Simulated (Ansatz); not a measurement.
`[NH2][Ge]([F])([F])[F]` + H₂ → `[F][GeH]([F])[F]` + NH₃  (hydrogenolysis of a Ge–N bond)

Gas-phase electronic energies from Ansatz, PBE0-D4/def2-TZVP geometries. CBS: MP2 limit from def2 TZ/QZ plus the TZ coupled-cluster correction, frozen cores. This one scheme is used for every species. Functionals use def2-TZVPP. For Ge outer-core shells are correlated without core-valence functions, which leaves a few kJ/mol of doubt a bond. Scalar relativity is left out up to krypton. Each species was taken in one conformer, which may not be the lowest.

| level | ΔE (eV) |
| --- | --- |
| r2SCANh-D4 | 0.03 |
| r2SCAN | 0.02 |

Question: What does CCSD(T)/CBS give? (An estimate is asked.)

Answer: Computed: +0.03 eV. The listed levels differ from it by 0.00, -0.01 eV.

Largest T1 diagnostic among the species: 0.012.

Leaving LDA and LC-ωPBE aside and taking each functional with its dispersion term where it has one, the values, not all of them listed here, spread over 0.10 eV, from B97M-V to r2SCAN-D4. LDA lies +0.06 eV from PBE without D4. The D4 term adds +0.07 eV with B3LYP and +0.04 eV with PBE0; it sums over pairs of atoms, weighted by their polarisabilities, and B3LYP, whose exchange is more repulsive, gets the larger term.

B3LYP here is the variant with VWN-RPA as its local correlation; programs differ in this.
